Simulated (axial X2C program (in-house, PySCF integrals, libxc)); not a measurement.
# Low determinants of TiSb at the PBE0 level, two-component

All values were computed with an axial X2C code built on PySCF integrals. Two-component (2c) means X2C with spin–orbit coupling and atomic mean-field two-electron Coulomb and Gaunt terms. Basis: Sb dyall-cv3z [11s12p8d4f1g], Ti dyall-cv3z [10s10p6d4f2g] (cores contracted in-house); Gaussian nuclei, density fitting, unrestricted open shells. Masses: Sb 120.904 u, Ti 47.948 u.

Search at 2.610 Å (vertical energies from the lowest determinant):

```json
{"ΔE (eV)": "0.00", "state": "Ω = 3/2", "electrons beyond evenly filled partner blocks": "ω = 3/2", "electrons in ±ω = 1/2, 3/2, 5/2, 7/2": "48 21 4 0"}
{"ΔE (eV)": "0.01", "state": "Ω = 5/2", "electrons beyond evenly filled partner blocks": "ω = 5/2", "electrons in ±ω = 1/2, 3/2, 5/2, 7/2": "48 20 5 0"}
{"ΔE (eV)": "0.01", "state": "Ω = 5/2", "electrons beyond evenly filled partner blocks": "ω = -1/2, 2 × ω = 3/2", "electrons in ±ω = 1/2, 3/2, 5/2, 7/2": "49 20 4 0"}
{"ΔE (eV)": "0.06", "state": "Ω = 1/2", "electrons beyond evenly filled partner blocks": "ω = 1/2", "electrons in ±ω = 1/2, 3/2, 5/2, 7/2": "49 20 4 0"}
{"ΔE (eV)": "0.07", "state": "Ω = 9/2", "electrons beyond evenly filled partner blocks": "ω = 1/2, ω = 3/2, ω = 5/2", "electrons in ±ω = 1/2, 3/2, 5/2, 7/2": "49 19 5 0"}
{"ΔE (eV)": "0.10", "state": "Ω = 3/2", "electrons beyond evenly filled partner blocks": "ω = 1/2, ω = -3/2, ω = 5/2", "electrons in ±ω = 1/2, 3/2, 5/2, 7/2": "49 19 5 0"}
{"ΔE (eV)": "0.15", "state": "Ω = 7/2", "electrons beyond evenly filled partner blocks": "2 × ω = 1/2, ω = 5/2", "electrons in ±ω = 1/2, 3/2, 5/2, 7/2": "48 20 5 0"}
```

Lowest determinant, Ω = 3/2 (⟨Sz⟩ = -0.52, ⟨Lz⟩ = 2.02 at PBE0): Re = 2.557 Å, ωe = 241.3 cm⁻¹.

The determinant in row 2 of the search, Ω = 5/2 (⟨Sz⟩ = 0.52, ⟨Lz⟩ = 1.98 at PBE0), was followed along the bond at PBE0; measured from the minimum of the lowest determinant it gives:

Te = 0.009 eV (74 cm⁻¹), Re = 2.558 Å, ωe = 242.3 cm⁻¹.

(1) Compare the bond of the determinant in row 2 with that of the lowest one.

The search compares states at one distance, so a state with another bond length can lie lower; it is not exhaustive and yields mostly the lowest determinant of each block pattern, so other components and higher states of one pattern are missing. These are energies of single determinants, not of spin-adapted states; PBE0 term energies can be off by some tenths of an eV, and the functional has no current term. The lowest determinant need not be the ground state where others lie within half an eV.

## Answers

(1) At PBE0 its Re is 0.001 Å longer and its force constant, which goes as ωe², is 1.01 times that of the lowest determinant. T0 ≈ Te + Δωe/2 = 74 + (0) = 74 cm⁻¹.
